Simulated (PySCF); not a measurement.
## How methods differ on the excitation energy of B

B [He] 2s2 2p1 (2P) → B [He] 2s2 3d1 (2D), as a difference of total energies. Calculation: PySCF 2.14, in x2c-QZVPPall with one added diffuse shell each of s, p, d, f type (8s5p4d3f1g, 73 functions); the spin-free X2C one-electron Hamiltonian (Gaussian nucleus). Correlated levels: valence and next inner shell: nothing frozen. The calculations carry no spin-orbit coupling.

```csv
method,excitation energy (eV)
UHF,7.578
MP2 (valence and next inner shell),7.679
SCS-MP2 (valence and next inner shell),7.665
CCSD (valence and next inner shell),7.895
CCSD(T) (valence and next inner shell),7.738
```

Question: How much does correlation contribute at CCSD(T) (valence and next inner shell)?

Answer: 7.738 − (7.578) = 0.160 eV, measured against UHF.

Errors of the correlated levels include the incompleteness of this basis.

The promoted electron is Rydberg-like, and one or two diffuse shells describe it only roughly, which tends to raise the upper state.

The coupled-cluster amplitudes are large for the upper state (T1 above 0.03 or a double amplitude above 0.15), so a single reference is strained.

For comparison: 6.789 eV (measured; NIST levels, between the centres of gravity of the two terms).
